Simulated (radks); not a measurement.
Question: Species: Pb V. Configuration: [Xe] 4f14 5d10. Method: Dirac Kohn-Sham, PBE, spin-unpolarised, spherical densities, point nucleus; computed with a radial shooting solver on a logarithmic mesh with Libxc functionals.

Spin-orbit splittings of the eigenvalues, e(l+1/2) - e(l-1/2), with zeta = 2 splitting/(2l+1) and mean radii in bohr:

| shell | occ. | splitting (eV) | zeta (eV) | <r> j=l-1/2 | <r> j=l+1/2 |
|---|---|---|---|---|---|
| 2p | 6 | ? | ? | 0.05487 | 0.06380 |
| 3p | 6 | 488.6 | 325.8 | 0.1644 | 0.1807 |
| 3d | 10 | 104.0 | 41.58 | 0.1570 | 0.1619 |
| 4p | 6 | 119.6 | 79.74 | 0.3853 | 0.4198 |
| 4d | 10 | 22.32 | 8.928 | 0.4245 | 0.4356 |
| 4f | 14 | 5.033 | 1.438 | 0.4507 | 0.4570 |
| 5p | 6 | 22.40 | 14.94 | 0.9117 | 1.001 |
| 5d | 10 | 2.724 | 1.090 | 1.237 | 1.276 |

Estimate the 2p splitting.

Answer: 2190 eV (zeta = 1460 eV).
